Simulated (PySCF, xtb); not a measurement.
CdS, SMILES [S]=[Cd].

Harmonic wavenumbers (cm⁻¹) from GFN2-xTB run with xtb at its own minimum, in rising order: 389.

Question: What does PBE-D3(BJ)/def2-TZVPD (PySCF) give at its own minimum? (The exact figures need the calculation; the answer reports its results.)

Answer: 375. Paired by order, the mean absolute difference is 14 cm⁻¹ and the zero-point energies are 0.6 and 0.5 kcal/mol.
